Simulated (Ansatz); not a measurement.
Q: Name a neutral molecule of Cl, I, Si and H with LUMO energy (ωB97M-V/def2-TZVPP) between 0.55 and 0.85 eV and zero-point energy (PBE0-D4/def2-TZVP) between 32 and 48 kJ/mol (Ansatz, PBE0-D4/def2-TZVP geometry).

A: `Cl[SiH](Cl)I` (0.79 eV, 34.9 kJ/mol). Other molecules can fit too; these were computed, each in one conformer that needn't be the lowest.
